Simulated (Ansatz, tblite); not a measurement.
Cost and result up the ladder for Be₃Se₂ (the lowest singlet isomer of a short search) (5 atoms). The state is a singlet with charge 0. Geometry: r2SCAN-D4/def2-SVP.

Cartesian coordinates in Å:
```
Be -0.154 -0.246 0.859
Be 1.208 0.290 -0.875
Be -0.829 0.313 -1.234
Se 1.917 -0.202 0.982
Se -2.141 -0.155 0.267
```

Ansatz on 4 threads of Arm Neoverse V1 on a shared host; xTB runs through tblite on one thread. Times are rough, summed over both states, and most runs start from the orbitals of an earlier one. PBE0-D4/def2-TZVP serves as the yardstick here, not as an exact answer. The other state is a doublet.

The xTB rows come from tblite. HOMO above LUMO, or a gap near zero within one spin, warns that the state may not be the lowest or that an electron is smeared out. The structure comes from a short search, and lower isomers may exist.

Raw xTB energies of ions are shifted by several eV.

```json
{"level": "GFN1-xTB", "functions": "30", "wall time": "0.007 s", "vertical IE (eV)": "12.18", "difference from PBE0-D4/def2-TZVP (eV)": "3.60", "remarks": "–"}
{"level": "GFN2-xTB", "functions": "30", "wall time": "0.013 s", "vertical IE (eV)": "13.27", "difference from PBE0-D4/def2-TZVP (eV)": "4.69", "remarks": "–"}
{"level": "PBE-D4/def2-TZVP", "functions": "153", "wall time": "9.2 s", "vertical IE (eV)": "8.41", "difference from PBE0-D4/def2-TZVP (eV)": "-0.16", "remarks": "gap within one spin near zero (+1 doublet)"}
{"level": "PBE0-D4/def2-TZVP", "functions": "153", "wall time": "10 s", "vertical IE (eV)": "8.58", "difference from PBE0-D4/def2-TZVP (eV)": "0.00", "remarks": "–"}
{"level": "r2SCAN-D4/def2-TZVP (with forces)", "functions": "153", "wall time": "14 s", "vertical IE (eV)": "8.41", "difference from PBE0-D4/def2-TZVP (eV)": "-0.16", "remarks": "–"}
```
